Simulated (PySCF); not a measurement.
All of these have the formula C2H8N2Si2. Level of theory: TDDFT PBE0/def2-SVPD, vertical, gas phase, core orbitals frozen in the response (PySCF 2.14.0, density-fitted response routines). Geometries: GFN2-xTB; one conformer of each isolated species. Triplets are in the Tamm–Dancoff approximation. 'Strongest' means the level of largest summed f among the lowest 8 singlets; it needn't be the same kind of state in each.

Question: Rank by computed lowest triplet energy, lowest first.
A. `C#C[Si@H](N)[SiH2]N`
B. `N[Si@](C)(C#N)[SiH3]`
C. `[SiH3][C@H]1C=N[Si@H]1N`
D. `N#C[C@H]([SiH3])[SiH2]N`
E. `N#CC[SiH2]N[SiH3]`

Answer: C (3.56 eV), A (4.86 eV), B (5.08 eV), E (5.78 eV), D (6.03 eV).

```
                   SMILES  T1 (eV)  LUMO (eV)  α (au)  f (S1)  strongest (eV)  S1 mainly
N[Si@@H]1N=C[C@@H]1[SiH3]     3.56      -0.64    86.7   0.001            6.89  H→L (96%)
      C#C[Si@H](N)[SiH2]N     4.86      -0.64    92.6   0.007            6.48  H→L (84%)
     C[Si@](N)([SiH3])C#N     5.08      -0.77    91.6   0.014            7.37  H→L (99%)
        N#CC[SiH2]N[SiH3]     5.78      -0.35    86.3   0.004            7.40  H→L (98%)
  N#C[C@H]([SiH3])[SiH2]N     6.03      -0.02    87.1   0.011            7.53  H→L (95%)
```

H and L stand for HOMO and LUMO.

- `N[Si@@H]1N=C[C@@H]1[SiH3]`: Löwdin shares by element: HOMO nitrogen 56% or more, carbon 21%, silicon 9% or more; LUMO carbon 42%, nitrogen 26% or more, silicon 7% or more (atoms not listed hold the other 25%).
- `C#C[Si@H](N)[SiH2]N`: Löwdin shares by element: HOMO nitrogen 53% or more, hydrogen 15% or more, silicon 15% or more (atoms not listed hold the other 17%); LUMO silicon 41%, carbon 33% (atoms not listed hold the other 27%).
- `C[Si@](N)([SiH3])C#N`: Löwdin shares by element: HOMO nitrogen 47% or more, silicon 29%, carbon 5% or more (atoms not listed hold the other 19%); LUMO silicon 42%, carbon 16% or more, nitrogen 14% or more (atoms not listed hold the other 29%).
- `N#CC[SiH2]N[SiH3]`: Löwdin shares by element: HOMO nitrogen 52% or more, silicon 20%, hydrogen 7% or more (atoms not listed hold the other 20%); LUMO silicon 43%, hydrogen 11% or more, nitrogen 10% or more (atoms not listed hold the other 36%).
- `N#C[C@H]([SiH3])[SiH2]N`: Löwdin shares by element: HOMO nitrogen 58% or more, hydrogen 14% or more, silicon 13% or more; LUMO silicon 30% or more, hydrogen 20% or more, nitrogen 9% or more (atoms not listed hold the other 41%).
